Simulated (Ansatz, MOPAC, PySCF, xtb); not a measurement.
Noncovalent pair: BiClH2 (SMILES [Cl][BiH2]) (first 4 atoms) with HF (SMILES F); geometry from B3LYP-D3(BJ)/def2-TZVP.
(charge 0, multiplicity 1):
```xyz
6

Cl     1.8430    -0.7569     1.4460
Bi     0.2613     0.5801     0.0195
H     -0.5686    -0.8841    -0.6133
H      1.3825     0.5393    -1.3942
F     -0.7697    -0.6073     2.9593
H      0.1210    -0.8289     2.7559
```

Monomers are frozen at their geometry in the pair; levels with a basis set take the counterpoise correction.

The state reached by AM1 isn't checked.

The values were computed with Ansatz (Gaussian basis) for Hartree–Fock, density functionals and correlated methods; MOPAC for AM1 (differences of heats of formation); PySCF for the dispersion terms; xtb for the GFN methods. Each number belongs to the level named beside it. In def2 rows elements past Kr take small-core potentials, without spin–orbit coupling.

One of these levels gives -174.7 meV for the interaction energy. Name it.
A) AM1
B) GFN-FF
C) GFN2-xTB
D) revPBE-D3(BJ)/def2-TZVPPD

B, GFN-FF. The others give -784.2 (AM1), -312.1 (GFN2-xTB), -281.8 (revPBE-D3(BJ)/def2-TZVPPD)

Ansatz is an electronic-structure program.
